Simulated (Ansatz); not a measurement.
`[SiH3][N]([SiH3])[AlH][SH]`, charge 0, multiplicity 1.

Task: Give a relaxed structure at PBE0-D4/def2-TZVP (the Gaussian-basis code of Ansatz). (Best estimate.)

Result: Ansatz gave: 
Cartesian coordinates in Å:
```
Si -0.0571 0.1313 1.5476
N -0.1284 0.0542 -0.1850
Si -1.5167 0.7704 -0.9473
Al 1.1286 -0.7609 -1.1693
S 2.8970 -1.5939 -0.2014
H -0.3139 -1.1945 2.1717
H 1.2827 0.5930 2.0051
H -1.0859 1.0930 2.0276
H -2.7791 0.1810 -0.4235
H -1.4323 0.5176 -2.4095
H -1.5654 2.2381 -0.7094
H 0.9800 -0.9041 -2.7276
H 2.5905 -1.1254 1.0212
```
This is one stationary point; other conformers may exist.
